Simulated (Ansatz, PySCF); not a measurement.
Isomers of CHN: 1 is C#N, 2 is [C-]#[NH+]; one conformer of each (the lowest of an xTB search), B3LYP-D3(BJ)/def2-TZVP minima.
Isomer 1 (charge 0, multiplicity 1):
```xyz
3

C     -0.02648     0.00000     0.00000
N      1.11969     0.00000     0.00000
H     -1.09320     0.00000     0.00000
```
Isomer 2 (charge 0, multiplicity 1):
```xyz
3

C      1.10851    -0.00146     0.00000
N     -0.05554    -0.00002     0.00000
H     -1.05297     0.00147     0.00000
```

No zero-point or thermal terms.

Codes used: Ansatz (Gaussian basis) for Hartree–Fock, density functionals and correlated methods; PySCF for the dispersion terms. Each number belongs to the level named beside it.

**Question.** Give the electronic energy of isomer 2 less that of isomer 1 at the level revPBE-D4/def2-TZVPP.

**Answer.** 0.65 eV

**Question.** Estimate the electronic energy of isomer 2 less that of isomer 1 that HF/cc-pVDZ returns for this input.

**Answer.** 0.48 eV

**Question.** Estimate the electronic energy of isomer 2 less that of isomer 1 that B3LYP/def2-TZVPP returns for this input.

**Answer.** 0.60 eV

Ansatz is a program for electronic structure.
